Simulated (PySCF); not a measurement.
GeF3I, SMILES [F][Ge]([F])([F])[I]. Geometry: PBE-D3(BJ)/def2-SVP. The def2 effective core potentials stand for the cores of I; spin–orbit coupling is left out.

Give the equilibrium geometry at PBE-D3(BJ)/def2-SVP (PySCF confirms it by a frequency run) as Cartesian coordinates in Å, and its point group. (Estimate from the structure and the level; the computed values follow.)

point group C3v.
```xyz
5

F      1.3884    -0.8016     1.6702
Ge     0.0000     0.0000     1.0129
F     -1.3884    -0.8016     1.6702
F      0.0000     1.6032     1.6702
I      0.0000     0.0000    -1.4624
```
Charge 0, spin multiplicity 1.
